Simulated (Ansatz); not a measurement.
Ansatz results at the PBE0-D4/def2-TZVP geometry: LUMO energy (B3LYP/def2-TZVPP) 0.00 eV; LUMO energy (PBE0/def2-TZVPP) 0.19 eV; size of the dipole moment (B3LYP/def2-TZVPP) 0.03 D.

Each molecule was computed in one conformer, which needn't be the lowest.

(1) Which molecule gave them?
A. `IC(I)I`
B. `[Cl][In]`
C. `CCCS(=O)CCC`
D. `COc1ccccc1OC`

## Answers

(1) D. The others give `[Cl][In]`: -2.04, -1.79, 3.48; `IC(I)I`: -2.88, -2.68, 0.58; `CCCS(=O)CCC`: 0.43, 0.71, 3.99.

B3LYP here is the variant with VWN-RPA as its local correlation; programs differ in this.
